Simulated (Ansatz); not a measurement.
Ansatz (a program for electronic structure) input (B3LYP-D3(BJ)/def2-TZVP):

Ansatz 0.2 input:
```yaml
crystal:
  periodic: [false, false, false]
  atoms:
    - {symbol: Sb, position_ang: [0.03058187, 0.00265843, 1.23415759]}
    - {symbol: I, position_ang: [1.01770123, -1.93327719, -0.61521398]}
    - {symbol: I, position_ang: [-1.04712907, 1.93071907, -0.57237163]}
basis:
  gaussian:
    orbitals: def2-TZVP
hamiltonian:
  xc: b3lyp
  dispersion: d3bj
total_charge: -1
phonons: {temperatures: {t_min: 298.15, t_max: 298.15, t_step: 100}}
```

Output:

```
Functional definition: B3LYP
integrals: 0.08 GiB planned
1258 factors; their error is unknown
mean field: 0.70 GiB planned
mean field evaluation 1: about -22750.2374 eV, gradient 1.7e1 eV
mean field evaluation 2: about -22749.8898 eV, gradient 2.3e1 eV
mean field evaluation 4: about -22750.7465 eV, gradient 5.7e-1 eV
mean field evaluation 8: about -22751.3373 eV, gradient 1.6e-1 eV
mean field evaluation 16: about -22751.3373 eV, gradient 7.1e-6 eV
mean field -22751.33733279 eV, -836.0962255698 hartree, gradient 3.6e-6 eV, S^2 0.000000; 0 other end points of the search recorded, 0 dependent functions left out
the calculation of the forces begins
reference -22751.33754554 eV, -836.0962333883 hartree; 37, 37 occupied and 113, 113 virtual orbitals, 1258 factors
these checks for a lower state are left out or cut short: stability, starts, cluster_reference, orbital_swaps, neighbouring_geometries, increment
integrals: 0.08 GiB planned
1258 factors; their error is unknown
mean field: 0.70 GiB planned
mean field -22751.33733949 eV, -836.0962258161 hartree, gradient 1.3e-6 eV, S^2 0.000000; 0 other end points of the search recorded, 0 dependent functions left out
the calculation of the forces begins
reference -22751.33755226 eV, -836.0962336350 hartree; 37, 37 occupied and 113, 113 virtual orbitals, 1258 factors
these checks for a lower state are left out or cut short: stability, starts, cluster_reference, orbital_swaps, neighbouring_geometries, increment
integrals: 0.08 GiB planned
1258 factors; their error is unknown
mean field: 0.70 GiB planned
mean field evaluation 32: about -22751.3373 eV, gradient 1.3e-6 eV
mean field -22751.33730166 eV, -836.0962244259 hartree, gradient 1.3e-6 eV, S^2 0.000000; 0 other end points of the search recorded, 0 dependent functions left out
the calculation of the forces begins
reference -22751.33751440 eV, -836.0962322439 hartree; 37, 37 occupied and 113, 113 virtual orbitals, 1258 factors
these checks for a lower state are left out or cut short: stability, starts, cluster_reference, orbital_swaps, neighbouring_geometries, increment
integrals: 0.08 GiB planned
1258 factors; their error is unknown
mean field: 0.70 GiB planned
mean field -22751.33746379 eV, -836.0962303838 hartree, gradient 1.2e-6 eV, S^2 0.000000; 0 other end points of the search recorded, 0 dependent functions left out
the calculation of the forces begins
reference -22751.33767657 eV, -836.0962382034 hartree; 37, 37 occupied and 113, 113 virtual orbitals, 1258 factors
these checks for a lower state are left out or cut short: stability, starts, cluster_reference, orbital_swaps, neighbouring_geometries, increment
integrals: 0.08 GiB planned
1258 factors; their error is unknown
mean field: 0.70 GiB planned
mean field -22751.33718095 eV, -836.0962199896 hartree, gradient 1.2e-6 eV, S^2 0.000000; 0 other end points of the search recorded, 0 dependent functions left out
the calculation of the forces begins
reference -22751.33739367 eV, -836.0962278070 hartree; 37, 37 occupied and 113, 113 virtual orbitals, 1258 factors
these checks for a lower state are left out or cut short: stability, starts, cluster_reference, orbital_swaps, neighbouring_geometries, increment
integrals: 0.08 GiB planned
1258 factors; their error is unknown
mean field: 0.70 GiB planned
mean field -22751.33731631 eV, -836.0962249639 hartree, gradient 1.3e-6 eV, S^2 0.000000; 0 other end points of the search recorded, 0 dependent functions left out
the calculation of the forces begins
reference -22751.33752905 eV, -836.0962327821 hartree; 37, 37 occupied and 113, 113 virtual orbitals, 1258 factors
these checks for a lower state are left out or cut short: stability, starts, cluster_reference, orbital_swaps, neighbouring_geometries, increment
integrals: 0.08 GiB planned
1258 factors; their error is unknown
mean field: 0.70 GiB planned
mean field evaluation 64: about -22751.3373 eV, gradient 1.3e-6 eV
mean field -22751.33734140 eV, -836.0962258862 hartree, gradient 1.3e-6 eV, S^2 0.000000; 0 other end points of the search recorded, 0 dependent functions left out
the calculation of the forces begins
reference -22751.33755416 eV, -836.0962337049 hartree; 37, 37 occupied and 113, 113 virtual orbitals, 1258 factors
Total energy: -22751.62230372 eV, -836.1066980583 hartree
Atom 0 at     0.030582     0.002658     1.234158 Å, force    -0.000004    -0.000000    -0.000156 eV/Å
Atom 1 at     1.017701    -1.933277    -0.615214 Å, force    -0.000201     0.000379     0.000082 eV/Å
Atom 2 at    -1.047129     1.930719    -0.572372 Å, force     0.000204    -0.000379     0.000074 eV/Å
Dipole moment:     0.002838     0.000247     0.114528 e Å
Vibrations: 48.06 152.55 161.35 cm⁻¹, zero-point energy 0.022438 eV
```
